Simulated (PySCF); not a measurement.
C₈H₇FS.
SMILES with atom numbers: `[F:1][C@H:2]1[CH2:3][S:4][c:5]2[cH:6][cH:7][cH:8][cH:9][c:10]21` (hydrogens: H11 on C2; H12, H13 on C3; H14 on C6; H15 on C7; H16 on C8; H17 on C9)

Computed geometry: GFN2-xTB, gas phase.

(1) List the bond lengths, angles and torsions at this level.

Answers

(1) 
| bond | length (pm) |
| --- | --- |
| F1–C2 | 138.1 |
| C2–C3 | 152.9 |
| C3–S4 | 182.9 |
| S4–C5 | 175.6 |
| C5–C6 | 138.4 |
| C6–C7 | 138.5 |
| C7–C8 | 138.6 |
| C8–C9 | 138.7 |
| C9–C10 | 138.1 |
| C2–C10 | 150.4 |
| C5–C10 | 139.2 |
| C2–H11 | 110.0 |
| C3–H12 | 108.7 |
| C3–H13 | 109.1 |
| C6–H14 | 107.8 |
| C7–H15 | 107.9 |
| C8–H16 | 107.9 |
| C9–H17 | 107.9 |

A selection of angles:
| angle | degrees |
| --- | --- |
| F1–C2–C3 | 109.3 |
| F1–C2–C10 | 111.4 |
| C3–C2–C10 | 108.0 |
| C2–C3–S4 | 108.0 |
| C3–S4–C5 | 92.0 |
| S4–C5–C6 | 125.6 |
| S4–C5–C10 | 113.5 |
| C6–C5–C10 | 120.9 |
| C5–C6–C7 | 118.6 |
| C6–C7–C8 | 120.8 |
| C7–C8–C9 | 120.3 |
| C8–C9–C10 | 119.3 |
| C2–C10–C9 | 125.6 |
| C2–C10–C5 | 114.3 |
| C5–C10–C9 | 120.1 |

Dihedral angles: F1–C2–C3–S4 143° (anticlinal); C2–C3–S4–C5 -18° (synperiplanar); C3–S4–C5–C6 -170° (antiperiplanar); F1–C2–C10–C9 46° (synclinal).

Of the pairs four or more bonds apart, F1···H17 is among the closest relative to their van der Waals radii: 2.80 Å, 105 % of the sum of Bondi's values. The 6-membered ring C5–C6–C7–C8–C9–C10 has internal angles of 118.6° to 120.9° (sum 720°, against 720° for a flat polygon); it is planar, 0.00 Å rms from its mean plane, widest ring torsion 1°. S4 (sulfide sulfur) is bent (angle 92.0°). The 8 C–C bonds span 1.381 Å (C9–C10, aromatic) to 1.529 Å (C2–C3, drawn single), a spread of 0.148 Å. The 5-membered ring C2–C3–S4–C5–C10 has internal angles of 92.0° to 114.3°; it is puckered, 0.10 Å rms from its mean plane, widest ring torsion 21°. The 2 C–S bonds span 1.756 Å (S4–C5, drawn single) to 1.829 Å (C3–S4, drawn single), a spread of 0.073 Å.

Point group: C1 (no symmetry element, even within 0.4 Å). Stationary, but not proved a minimum. The numbers are those of one conformer.
